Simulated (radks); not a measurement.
Q: Species: B2+. Configuration: [He] 3d1 (not the ground configuration). All-electron calculation, scalar-relativistic Kohn-Sham, BLYP, spin-polarised, spherical densities, finite nucleus; open shells are filled with parallel spins first; Fermi nuclear charge, rms radius 2.406 fm. Program: a radial shooting solver on a logarithmic mesh with Libxc functionals. Some entries of the table are withheld. Estimate them.

orbital  occ.  eigenvalue (hartree)  <r> (bohr)
1s down     1                   (1)         (2)
1s up       1                   (3)         (4)
3d up       1              -0.40758       3.451

A: 
(1) 1s down eigenvalue (hartree): -8.18689
(2) 1s down <r> (bohr): 0.3265
(3) 1s up eigenvalue (hartree): -8.18641
(4) 1s up <r> (bohr): 0.3262
